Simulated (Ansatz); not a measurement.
`F[B]1[SiH2][GeH2]1`. The species carries charge 0 and has multiplicity 1. The structure was optimised at the PBE0-D4/def2-TZVP level.

```xyz
8

F     0.561   -1.991   -1.436
B    -0.025   -0.982   -0.828
Si    0.071    0.964   -0.845
Ge   -0.094   -0.519    1.156
H    -1.244    1.605   -0.599
H     1.046    1.890   -1.484
H    -1.290    0.072    1.906
H     0.975   -1.039    2.130
```

Task: What is the dipole moment at PBE/def2-TZVPP? (Best estimate.)

Result: Ansatz gave: 0.80 D, with components (-0.10, 0.66, 0.44) D in this frame, pointing from negative to positive charge.

Task: And with r2SCAN, B3LYP, ωB97M-V? (Estimate.)

Result: Ansatz gave: r2SCAN 0.83 D, B3LYP 0.87 D, ωB97M-V 0.84 D.

Task: Give the Mulliken charges with PBE, B3LYP, ωB97M-V in def2-TZVPP. (Best estimate.)

Result: The calculation gave: 
```json
{"atom": "F1", "PBE": "-0.16", "B3LYP": "-0.20", "ωB97M-V": "-0.19"}
{"atom": "B2", "PBE": "0.33", "B3LYP": "0.39", "ωB97M-V": "0.33"}
{"atom": "Si3", "PBE": "-0.08", "B3LYP": "-0.04", "ωB97M-V": "-0.08"}
{"atom": "Ge4", "PBE": "-0.05", "B3LYP": "-0.09", "ωB97M-V": "-0.14"}
{"atom": "H5", "PBE": "-0.02", "B3LYP": "-0.03", "ωB97M-V": "0.01"}
{"atom": "H6", "PBE": "-0.04", "B3LYP": "-0.05", "ωB97M-V": "-0.01"}
{"atom": "H7", "PBE": "0.02", "B3LYP": "0.02", "ωB97M-V": "0.05"}
{"atom": "H8", "PBE": "0.00", "B3LYP": "0.01", "ωB97M-V": "0.03"}
```

B3LYP here is the variant with VWN-RPA as its local correlation; programs differ in this.
